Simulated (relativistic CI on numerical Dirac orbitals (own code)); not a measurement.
Pt³⁺: resonant inelastic scattering at the O2,3 edge

Computed with this model: Dirac-Coulomb-Breit CI, separate exchange-only KLI orbitals for each configuration, model QED, valence Slater integrals scaled by 0.9, Kramers-Heisenberg scattering through one core-hole configuration in a parametric crystal field; configurations [Xe] 4f14 5d7 → [Kr] 4d10 4f14 5s2 5p5 5d8; 300 K; core-hole width 1 eV; summed over polarisations. Incident energies are the highest absorption maxima for each field (at most a few, so the weaker spin-orbit partner edge can be absent), on the computed scale of the free ion. Intensities are in per cent of the strongest line above 0.02 eV; levels within 1 cm⁻¹ are merged; final levels count from the ground level, the first row holds all elastic scattering, lines under 0.4 are left out and each table stops after 24 rows. The scale of the Slater integrals is a model choice and moves the terms in proportion.

Field parameters in Wybourne normalisation: D3d B²₀ = −7Dσ, B⁴₀ = −14Dq − 21Dτ, B⁴₃ = −14√(10/7) Dq; Oh B⁴₀ = 21Dq, B⁴₄ = √(5/14) B⁴₀. The field is a parameter set, without covalency.

S is read from ⟨S²⟩ = S(S + 1).

D3d, 10Dq = 25000, Dσ = -60, Dτ = 430 cm⁻¹:

```csv
Final level (eV),Degeneracy,Irrep,S,55.8 eV,57.2 eV,71.7 eV
0.000,2,Γ4,0.71,209.1,163.7,49.0
0.066,2,Γ5+Γ6,0.70,100.0,90.3,27.2
1.025,2,Γ4,1.47,26.7,22.1,3.5
1.269,2,Γ4,1.42,70.0,43.2,5.1
1.422,2,Γ5+Γ6,1.42,76.4,30.3,2.8
2.073,2,Γ4,1.46,7.5,17.2,12.7
2.298,2,Γ5+Γ6,1.39,19.7,9.0,25.3
2.302,2,Γ4,1.43,15.5,16.9,24.7
2.839,2,Γ5+Γ6,0.67,22.0,15.8,6.4
2.857,2,Γ4,0.67,22.9,38.9,6.4
3.414,2,Γ5+Γ6,0.64,13.2,5.9,13.4
3.440,2,Γ4,0.64,22.3,22.7,21.3
3.512,2,Γ4,0.63,12.5,14.3,19.3
3.720,2,Γ4,0.64,8.4,6.7,46.9
3.952,2,Γ4,0.70,11.3,5.9,36.3
4.046,2,Γ5+Γ6,0.74,9.4,11.4,17.7
4.353,2,Γ4,0.60,2.9,7.5,10.4
4.678,2,Γ5+Γ6,1.41,12.6,9.1,1.4
4.698,2,Γ4,1.43,14.6,5.9,1.0
4.858,2,Γ4,1.41,11.7,2.4,4.3
5.078,2,Γ4,1.09,12.4,3.3,3.3
5.172,2,Γ4,1.34,6.5,8.1,11.7
5.259,2,Γ5+Γ6,1.33,8.8,4.0,8.5
5.401,2,Γ4,1.21,4.5,19.4,2.8
```

Oh, 10Dq = 28050 cm⁻¹:

| Final level (eV) | Degeneracy | Irrep | S | 55.9 eV | 57.4 eV | 71.8 eV |
| --- | --- | --- | --- | --- | --- | --- |
| 0.000 | 4 | Γ8 | 0.68 | 201.5 | 175.4 | 66.8 |
| 1.178 | 2 | Γ6 | 1.47 | 21.2 | 14.1 | 2.8 |
| 1.471 | 4 | Γ8 | 1.43 | 100.0 | 51.6 | 4.6 |
| 2.217 | 2 | Γ7 | 1.49 | 1.0 | 9.4 | 1.5 |
| 2.331 | 4 | Γ8 | 1.40 | 26.4 | 14.2 | 48.0 |
| 2.991 | 4 | Γ8 | 0.66 | 28.3 | 30.7 | 10.3 |
| 3.589 | 2 | Γ7 | 0.63 | 18.3 | 22.5 | 3.7 |
| 3.615 | 4 | Γ8 | 0.62 | 19.1 | 9.9 | 17.9 |
| 3.755 | 2 | Γ6 | 0.60 | 2.7 | 1.4 | 68.1 |
| 4.095 | 4 | Γ8 | 0.70 | 12.8 | 12.4 | 40.0 |
| 4.468 | 2 | Γ6 | 0.58 | 1.2 | 2.8 | 8.3 |
| 4.963 | 4 | Γ8 | 1.43 | 20.6 | 8.9 | 1.3 |
| 5.128 | 2 | Γ6 | 1.43 | 8.2 | 2.3 | 2.7 |
| 5.259 | 2 | Γ7 | 0.98 | 11.8 | 3.1 | 2.4 |
| 5.459 | 4 | Γ8 | 1.35 | 11.5 | 7.2 | 15.4 |
| 5.615 | 2 | Γ7 | 1.27 | 2.2 | 14.4 | 2.1 |
| 5.825 | 4 | Γ8 | 0.86 | 15.5 | 12.9 | 6.9 |
| 6.432 | 4 | Γ8 | 1.30 | 2.6 | 5.4 | 1.5 |
| 6.496 | 2 | Γ7 | 1.28 | 2.1 | 4.3 | 3.4 |
| 6.551 | 2 | Γ6 | 1.04 | 6.9 | 4.5 | 0.7 |
| 6.673 | 4 | Γ8 | 1.15 | 11.5 | 12.6 | 2.9 |
| 7.095 | 4 | Γ8 | 0.68 | 6.7 | 7.8 | 5.0 |
| 7.111 | 2 | Γ6 | 0.81 | 3.6 | 0.7 | 2.8 |
| 7.290 | 4 | Γ8 | 0.82 | 3.7 | 20.8 | 3.6 |

For the first field the strongest loss at the lowest incident energy is the level at 0.07 eV (S = 0.70, against 0.71 in the thermal ground state). Levels of other spin, the first over 8 % at 1.02 eV, appear because spin-orbit coupling of the core hole, and in heavier ions of the valence shell too, mixes spins.
